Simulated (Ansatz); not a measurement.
Worked example: LiBr + C4H10S → LiSH + C4H9Br

Gas-phase species: LiBr, singlet; C4H10S (2-methyl-2-propanethiol) `CC(C)(C)S`, singlet; LiSH `[Li][SH]`, singlet; C4H9Br (2-bromo-2-methylpropane) `CC(C)(C)Br`, singlet. The partners trade Br for SH: Li–Br and C–SH bonds give way to Li–SH and C–Br.

Shapes, held fixed at every level: PBE0-D4/def2-TZVP. Flexible molecules stand in one conformer, not always the lowest. Programs: Ansatz 0.2.0. The zero-point and thermal change to 298 K, harmonic and unscaled (PBE0-D4/def2-TZVP), is -3.9 kJ/mol.

At CCSD(T)/def2-TZVPP; 1 Eh = 2625.50 kJ/mol:

| species | energy (Eh) |
| --- | --- |
| LiBr | -2580.285217 |
| C4H10S | -555.894219 |
| LiSH | -405.870901 |
| C4H9Br | -2730.275173 |

Problem. Work out ΔH(298 K) of the reaction at this level.

Solution. 
1. Products less reactants: (-405.870901) + (-2730.275173) − [(-2580.285217) + (-555.894219)] = 0.033362 Eh = +87.6 kJ/mol.
2. With the thermal change: +87.6 + (-3.9) = +83.7 kJ/mol.

Other levels give +85.0 (MP2/def2-TZVPP) to +107.2 kJ/mol (CCSD/def2-SVP). No measured value is set beside it here. Relativity is left out for Br. Outer-core shells of Br, Li are correlated, in sets that cover them unevenly.
